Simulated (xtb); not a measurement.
C₄H₃S, charge -1, singlet, from a rough starting geometry; xtb 6.7.1 with GFN2-xTB.

The xtb input:
```
$ xtb mol.xyz --gfn 2 --chrg -1 --opt vtight --json

# file mol.xyz
8

S     -0.00929779     0.33778793     1.89126907
C      0.01051366     1.54549045     0.69761893
C     -0.00859987    -0.94948881     0.67180972
C      0.02785640     0.97942868    -0.56363230
C     -0.00166105    -0.41453979    -0.65482222
H      0.08896997    -2.03828864     1.00029600
H      0.01084785     1.58782973    -1.56957975
H      0.01421385    -1.04423094    -1.51377194
```

Output, abridged:

```
   ID    Z sym.   atoms
    1   16 S      1
    2    6 C      2-5
    3    1 H      6-8

           -------------------------------------------------
          |                Calculation Setup                |
           -------------------------------------------------

           -------------------------------------------------
          |                 G F N 2 - x T B                 |
           -------------------------------------------------

          ...................................................
          :                      SETUP                      :
          :.................................................:
          :  # basis functions                  29          :
          :  # atomic orbitals                  28          :
          :  # shells                           14          :
          :  # electrons                        26          :
          :  max. iterations                   250          :
          :  Hamiltonian                  GFN2-xTB          :
          :  restarted?                      false          :
          :  GBSA solvation                  false          :
          :  PC potential                    false          :
          :  electronic temp.          300.0000000     K    :
          :  accuracy                    1.0000000          :
          :  -> integral cutoff          0.2500000E+02      :
          :  -> integral neglect         0.1000000E-07      :
          :  -> SCF convergence          0.1000000E-05 Eh   :
          :  -> wf. convergence          0.1000000E-03 e    :
          :  Broyden damping             0.4000000          :
          :  net charge                         -1          :
          :  unpaired electrons                  0          :
          ...................................................

 iter      E             dE          RMSdq      gap      omega  full diag
   1    -13.5283184 -0.135283E+02  0.580E+00    2.89       0.0  T
   2    -13.5454100 -0.170917E-01  0.404E+00    1.66       1.0  T
   3    -13.5566290 -0.112189E-01  0.233E+00    2.86       1.0  T
   4    -13.5817892 -0.251603E-01  0.107E+00    2.37       1.0  T
   5    -13.5850892 -0.329995E-02  0.350E-01    2.40       1.0  T
   6    -13.5854498 -0.360592E-03  0.135E-01    2.45       1.0  T
   7    -13.5854868 -0.370238E-04  0.667E-02    2.43       1.0  T
   8    -13.5854962 -0.942756E-05  0.349E-02    2.43       1.0  T
   9    -13.5854973 -0.102608E-05  0.117E-02    2.44       3.0  T
  10    -13.5854979 -0.666054E-06  0.504E-03    2.44       7.0  T
  11    -13.5854981 -0.125334E-06  0.115E-03    2.44      30.8  T
  12    -13.5854981  0.475566E-10  0.924E-04    2.44      38.3  T
  13    -13.5854981 -0.492438E-08  0.674E-05    2.44     524.7  T

   *** convergence criteria satisfied after 13 iterations ***

         :::::::::::::::::::::::::::::::::::::::::::::::::::::
         ::                     SUMMARY                     ::
         :::::::::::::::::::::::::::::::::::::::::::::::::::::
         :: total energy             -13.425483790593 Eh    ::
         :: gradient norm              0.119572548691 Eh/a0 ::
         :: HOMO-LUMO gap              2.437332877617 eV    ::
         ::.................................................::
         :: SCC energy               -13.585496822156 Eh    ::
         :: -> isotropic ES            0.111986119083 Eh    ::
         :: -> anisotropic ES          0.004292764251 Eh    ::
         :: -> anisotropic XC          0.006492949603 Eh    ::
         :: -> dispersion             -0.006891853049 Eh    ::
         :: repulsion energy           0.160013031562 Eh    ::
         :: add. restraining           0.000000000000 Eh    ::
         :: total charge              -1.000000000000 e     ::
         :::::::::::::::::::::::::::::::::::::::::::::::::::::

      -----------------------------------------------------------
     |                   =====================                   |
[...]
 * total energy  :   -13.4254838 Eh     change       -0.2650324E-11 Eh
 * total energy  :   -13.4400572 Eh     change       -0.1457341E-01 Eh
 * total energy  :   -13.4419384 Eh     change       -0.1881166E-02 Eh
 * total energy  :   -13.4422608 Eh     change       -0.3224781E-03 Eh
 * total energy  :   -13.4424503 Eh     change       -0.1894855E-03 Eh
 * total energy  :   -13.4425106 Eh     change       -0.6026299E-04 Eh
 * total energy  :   -13.4425239 Eh     change       -0.1326429E-04 Eh
 * total energy  :   -13.4425237 Eh     change        0.1883192E-06 Eh
 * total energy  :   -13.4425261 Eh     change       -0.2401130E-05 Eh
 * total energy  :   -13.4425263 Eh     change       -0.2603605E-06 Eh
 * total energy  :   -13.4425266 Eh     change       -0.2848781E-06 Eh
 * total energy  :   -13.4425266 Eh     change       -0.3505605E-08 Eh
   *** GEOMETRY OPTIMIZATION CONVERGED AFTER 12 ITERATIONS ***
         :: total energy             -13.442526615485 Eh    ::
[...]
        10        2.0000           -0.2070827              -5.6350
        11        2.0000           -0.1729620              -4.7065
        12        2.0000           -0.1457523              -3.9661
        13        2.0000           -0.1206182              -3.2822 (HOMO)
        14                         -0.0131313              -0.3573 (LUMO)
        15                          0.0261507               0.7116
        16                          0.0633632               1.7242
        17                          0.1035275               2.8171
        18                          0.2204479               5.9987
        19                          0.2314737               6.2987
        20                          0.2481818               6.7534
        21                          0.3367123               9.1624
        22                          0.3400650               9.2536
        23                          0.3971266              10.8064
        24                          0.4931514              13.4193
       ...                                ...                  ...
        28                          0.8775412              23.8791
      -------------------------------------------------------------
                  HL-Gap            0.1074869 Eh            2.9249 eV
             Fermi-level           -0.0668747 Eh           -1.8198 eV

     #   Z          covCN         q      C6AA      α(0)
     1  16 S        2.391    -0.370   157.331    21.111
     2   6 C        1.968    -0.253    38.663    10.041
     3   6 C        2.934    -0.021    28.531     8.760
     4   6 C        3.183    -0.066    29.159     8.813
     5   6 C        3.099    -0.060    29.353     8.879
     6   1 H        0.926    -0.062     4.404     3.282
     7   1 H        0.924    -0.090     5.219     3.573
     8   1 H        0.925    -0.078     4.842     3.441

 Mol. C6AA /au·bohr⁶  :       1720.762447
 Mol. C8AA /au·bohr⁸  :      53315.145563
 Mol. α(0) /au        :         67.899697

Wiberg/Mayer (AO) data.
largest (>0.10) Wiberg bond orders for each atom

 ---------------------------------------------------------------------------
     #   Z sym  total        # sym  WBO       # sym  WBO       # sym  WBO
 ---------------------------------------------------------------------------
     1  16 S    2.502 --     2 C    1.172     3 C    1.137     5 C    0.110
     2   6 C    2.975 --     4 C    1.617     1 S    1.172     3 C    0.145
     3   6 C    3.927 --     5 C    1.613     1 S    1.137     6 H    0.970
                             2 C    0.145
     4   6 C    3.944 --     2 C    1.617     5 C    1.263     7 H    0.960
     5   6 C    3.970 --     3 C    1.613     4 C    1.263     8 H    0.959
                             1 S    0.110
     6   1 H    0.996 --     3 C    0.970
     7   1 H    0.992 --     4 C    0.960
     8   1 H    0.994 --     5 C    0.959
 ---------------------------------------------------------------------------

Topologies differ in total number of bonds
Writing topology from bond orders to xtbtopo.mol

molecular dipole:
                 x           y           z       tot (Debye)
 q only:       -0.022      -0.893      -1.130
   full:       -0.013      -1.684      -1.861       6.378
molecular quadrupole (traceless):
                xx          xy          yy          xz          yz          zz
 q only:        5.711       0.034      -1.496      -0.038      -1.216      -4.215
  q+dip:        6.595       0.015      -2.249      -0.041      -4.155      -4.346
   full:        7.548       0.029      -2.681      -0.041      -4.127      -4.867

optimized geometry written to: xtbopt.xyz

           -------------------------------------------------
          | TOTAL ENERGY              -13.442526615485 Eh   |
          | GRADIENT NORM               0.000034631491 Eh/α |
          | HOMO-LUMO GAP               2.924868143856 eV   |
           -------------------------------------------------
```
